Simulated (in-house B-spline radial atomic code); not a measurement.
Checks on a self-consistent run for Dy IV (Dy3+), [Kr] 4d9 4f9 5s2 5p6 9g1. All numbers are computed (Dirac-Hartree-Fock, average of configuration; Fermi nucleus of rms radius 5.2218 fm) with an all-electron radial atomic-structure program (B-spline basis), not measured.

| orbital | q | ε (Eh) | <1/r> | <r²> | small-component weight |
| --- | --- | --- | --- | --- | --- |
| 1s1/2 | 2 | -1990.69545 | 74.5523 | 0.000609299 | 0.060737 |
| 2s1/2 | 2 | -337.82942 | 17.8784 | 0.00944645 | 0.013519 |
| 2p1/2 | 2 | -320.62056 | 17.8114 | 0.00686186 | 0.013525 |
| 2p3/2 | 4 | -291.13601 | 15.6105 | 0.00808208 | 0.012487 |
| 3s1/2 | 2 | -78.81220 | 6.55014 | 0.0623348 | 0.0043446 |
| 3p1/2 | 2 | -71.31257 | 6.4528 | 0.0580396 | 0.0042715 |
| 3p3/2 | 4 | -65.06905 | 5.89696 | 0.0648573 | 0.0039861 |
| 3d3/2 | 4 | -52.35439 | 5.75666 | 0.0517059 | 0.0038376 |
| 3d5/2 | 6 | -51.00732 | 5.61926 | 0.053618 | 0.0037545 |
| 4s1/2 | 2 | -18.13699 | 2.72144 | 0.314707 | 0.001367 |
| 4p1/2 | 2 | -15.09096 | 2.61245 | 0.330423 | 0.0012876 |
| 4p3/2 | 4 | -13.67191 | 2.43327 | 0.365677 | 0.0011942 |
| 4d3/2 | 3.6 | -8.68851 | 2.21709 | 0.415117 | 0.0010254 |
| 4d5/2 | 5.4 | -8.42606 | 2.17091 | 0.42924 | 0.00099773 |
| 4f5/2 | 3.8571 | -2.48318 | 1.71158 | 0.676033 | 0.00065414 |
| 4f7/2 | 5.1429 | -2.44509 | 1.69377 | 0.691047 | 0.0006435 |
| 5s1/2 | 2 | -3.90189 | 1.04942 | 1.78144 | 0.00029194 |
| 5p1/2 | 2 | -2.91756 | 0.9509 | 2.13852 | 0.00024649 |
| 5p3/2 | 4 | -2.69722 | 0.890784 | 2.37974 | 0.0002226 |
| 9g7/2 | 0.44444 | -0.09898 | 0.0497718 | 871.158 | 2.6724e-06 |
| 9g9/2 | 0.55556 | -0.09898 | 0.0497816 | 871.026 | 2.6735e-06 |

Electron-electron repulsion V_ee = 4369.4332 hartree.

**Question.** What total energy follows from the eigenvalues?

**Answer.** The eigenvalues count the repulsion twice, so E = Σqε - V_ee = -7783.424 - 4369.433 = -12152.858 hartree; the run printed -12152.858.

**Question.** Does the Dirac virial theorem hold?

**Answer.** For a point nucleus E = -2c²Σq·w, with w the small-component weight. Here Σq·w = 0.32353 and c = 137.0360, so the ratio E/(-2c²Σq·w) is 1.000155; the finite nucleus accounts for the departure from 1.

**Question.** What diamagnetic shielding (Lamb formula) and susceptibility (Langevin formula) do the radii give?

**Answer.** σ = (α²/3)Σq<1/r> = 452.294/(3·137.036²) = 8028.4 ppm, and χ = -0.79199×10⁻⁶·Σq<r²> = -714.6×10⁻⁶ cm³/mol with Σq<r²> = 902.27 bohr². Both are non-relativistic formulas without the paramagnetism of open shells; for so heavy an element the full relativistic shielding is larger by tens of per cent.
